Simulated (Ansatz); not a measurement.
Reactions of `CNBOCF`.

Gas-phase electronic energies from Ansatz, PBE0-D4/def2-TZVP geometries. CBS: MP2 limit from def2 TZ/QZ plus the TZ coupled-cluster correction, frozen cores. This one scheme is used for every species. DFT in def2-TZVPP. Each species was taken in one conformer, which may not be the lowest.

| reaction | CCSD(T)/CBS(def2) (kJ/mol) |
| --- | --- |
| `CNBOCF` + `CB(O)O` → `OBOCF` + `CNB(C)O` | 0 |
| `CNBOCF` → `BOCF` + `C=N` | 248 |
| `CNBOCF` + CH₃NH₂ → `CNBCN` + `OCF` | ? |
| `CNBOCF` + `OCF` → `OC(F)CF` + `CNBO` | -39 |
| `CNBOCF` + `FCS` → `CNBS` + `FCOCF` | 39 |

Fill in the missing values. (Estimate.)

The calculation gave: `CNBOCF` + CH₃NH₂ → `CNBCN` + `OCF`: +114.6 kJ/mol.

Largest T1 diagnostic: 0.013, for `BOCF`.
